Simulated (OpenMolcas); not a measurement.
V2+ (d3) in a complex was computed by SS-CASPT2, IPEA 0.25 Eh, imaginary shift 0.1 Eh with the d shell active (OpenMolcas, ANO-RCC-VTZP on the metal). Its lowest spin-free states, and all those of the highest spin:

```csv
2S+1,Degeneracy,E (cm-1)
4,1,0
4,3,4060
4,3,5260
2,2,12280
2,3,12630
2,1,12700
2,3,13130
4,3,14630
2,3,15940
2,3,16330
2,3,16650
2,2,17890
```

Question: Is the site octahedral, tetrahedral or cube-like, axial, or of lower symmetry?

Answer: The states with 2S+1 = 4 have orbital degeneracies 1, 3, 3, 3. Threefold states need a cubic site. For d3 at this spin an octahedron puts the single A2 below the threefold T2 and a tetrahedron or cube puts the threefold T1 below the threefold T2, so the site is octahedral. The first gap at this spin, 4060 cm-1, is |10Dq| in ligand-field theory. The run had V2+ with 6 ligands (oxide) in octahedral coordination (Oh) at 2.17 Å. A charge of +1.67 e stands 2.6 Å behind each ligand. Ligand basis ANO-RCC-VDZP.

Roots that are degenerate in the reference are averaged as groups; the widest CASPT2 spread within a group is 66 cm-1 (the 3-fold group of multiplicity 2 near 16300 cm-1 above the lowest state of its run). Shifts and gaps below about the spread of the groups concerned are not significant. Over all roots computed the reference weight is 0.59 to 0.62; a low but even weight reflects the number of correlated electrons. The oxide ions are held by bare point charges, a crude embedding. Ligand-to-metal charge-transfer states are missing. These CASPT2 states fit no ligand-field parameters well, so their order and spin gaps are uncertain. With no ligand orbital active B as a rule stays too high, so bands that hang on it stand too high and its fall with covalency is understated. With one d shell and no ligand orbital active, 10Dq can be off by tens of per cent for divalent 3d ions, low with halides held by bare charges and at times high in hosts. Free-ion shares, where given, are those of the reference states; single-state CASPT2 does not remix them. No measured value stands beside these numbers; the geometry was imposed, not optimised, and the real ion may take another.
